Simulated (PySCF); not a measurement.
An unknown is described by computed data only.

Elements present: C, Cl, H, S and Si. Monoisotopic mass: 201.9806 u.

| Quantity | Value |
| --- | --- |
| Rotational structure | rotational constants A, B, C: 1.465, 0.416, 0.376 GHz [PBE0-D3(BJ)/def2-SVP] |
| Valence photoelectron | vertical ionisation energy: 9.26 eV [ΔSCF wB97X-D/def2-SVPD] |
| 13C NMR | chemical shifts (computed TMS as zero) by class: 35.8 (1 C), 32.0 (1 C), 24.3 (1 C), 13.4 (1 C), 8.6 (1 C) ppm [GIAO PBE0/pcSseg-1] |
| Triplet | lowest triplet excitation (Tamm–Dancoff): 5.46 eV [TDA wB97X-D/def2-SVPD] |
| Dipole | 3.48 D [wB97X-D/def2-SVPD] |
| Polarisability | 133.2 au [wB97X-D/def2-SVPD] |
| NMR, other nuclei | isotropic shieldings of nuclei other than C and H, by class: 298 (1 Si), 554 (1 S), 818 (2 Cl) ppm [GIAO PBE0/pcSseg-1] |
| UV, first state | lowest singlet excitation: 5.79 eV (214 nm, f = 0.006) [TDDFT wB97X-D/def2-SVPD] |

Electronic properties: PySCF, gas phase, density fitting. Levels stand in brackets. Isolated species at its PBE0-D3(BJ)/def2-SVP geometry (one conformer only). NMR values are class means; diastereotopic atoms form classes of their own.

Question: Which formula fits the mass and the elements?

Answer: C5H12Cl2SSi (calculated 201.9806). No other formula that holds each of these elements comes within 0.0003 u with a fitting electron parity and a possible valence count.

Question: What is the compound? Reason from the data.

Answer: Numbering: `[CH3:1][CH2:2][CH2:3][CH2:4][S:5][Si:6]([CH3:7])([Cl:8])[Cl:9]`. Its formula, C5H12Cl2SSi, gives 0 degrees of unsaturation, so no ring and no π bond. 5 carbons fall into 5 classes; from least to most shielded: chain CH2 carbon [C3] (35.8 ppm), sp3 carbon bound to sulfur [C4] (32.0 ppm), chain CH2 carbon [C2] (24.3 ppm), methyl carbon [C1] (13.4 ppm), Si-methyl carbon [C7] (8.6 ppm). The other shieldings belong to: 298 ppm, chlorine-bound silicon [Si6]; 554 ppm, sulfur bonded to C and Si [S5]; 818 ppm, silicon-bound chlorine [Cl8/Cl9]. The first electron is taken from the HOMO, whose largest Löwdin shares are 0.68 on the sulfur bonded to C and Si, 0.09 on the sp3 carbon bound to sulfur, 0.06 on the chlorine-bound silicon and 0.05 on a silicon-bound chlorine. The optimised geometry has point group C1 and is an asymmetric top. Structure: MeSiCl2SBu (`CCCCS[Si](C)(Cl)Cl`). The assignments are read from this structure; whether some other isomer fits the data as well wasn't checked.

Shape of the structure used: `[CH3:1][CH2:2][CH2:3][CH2:4][S:5][Si:6]([CH3:7])([Cl:8])[Cl:9]`: C1–C2–C3–C4 -64°, C2–C3–C4–S5 178°, C3–C4–S5–Si6 82°, C4–S5–Si6–C7 52°.
